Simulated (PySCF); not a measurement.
## CeOF2: from structure and modes to constants

Computed with PySCF, PBE0, basis Ce def2-SVP with ECP28, O def2-SVP, F def2-SVP (scalar-relativistic core potentials, no spin–orbit coupling, density fitting).

The singlet minimum has Cs symmetry. Masses (u): Ce 139.90544, O 15.99492, F 18.99840.

```xyz
4
charge 0 multiplicity 1, angstrom
Ce   -0.1273   -0.0544    0.0000
O     0.0332   -1.8181    0.0000
F     0.6024    0.9243   -1.6476
F     0.6024    0.9243    1.6476
```

Harmonic wavenumbers (cm⁻¹): 98.2 (a', ×1), 118.2 (a', ×1), 121.7 (a'', ×1), 560.2 (a'', ×1), 586.1 (a', ×1), 890.9 (a', ×1).

Find the principal moments of inertia and the rotational constants. What kind of rotor is it?

About the centre of mass I = 101.65, 113.12, 194.82 u Å². With B = 16.8576/I this gives 0.1658, 0.149, 0.08653 cm⁻¹. The molecule is an asymmetric top with κ = 0.58.

Find the vibrational entropy and heat capacity at 298.15 K.

With u = 1.43878 ω/T, each mode gives S = R[u/(eᵘ−1) − ln(1−e⁻ᵘ)] and C = R u² eᵘ/(eᵘ−1)².
```tsv
ω (cm⁻¹)	u	S (J/(mol K))	C (J/(mol K))
98.2	0.474	14.60	8.16
118.2	0.571	13.09	8.09
121.7	0.587	12.86	8.08
560.2	2.703	2.19	4.68
586.1	2.828	1.98	4.44
890.9	4.299	0.61	2.14
```
The sums over all modes are S = 45.3 and C = 35.6 J/(mol K); the softest mode gives 32 % of the entropy.

Give the standard entropy (298.15 K, 1 bar) by its translational, rotational, vibrational and spin parts, and Cp.

Sackur–Tetrode with M = 193.90 u gives 174.5; rotation with symmetry number 1 gives 109.3; vibration 45.3; spin R ln 1 = 0.0. The total is 329.2 J/(mol K), and Cp = 4 R + 35.6 = 68.9 J/(mol K).

Stability towards spin polarisation was not tested. Other isomers or separated fragments may lie lower.
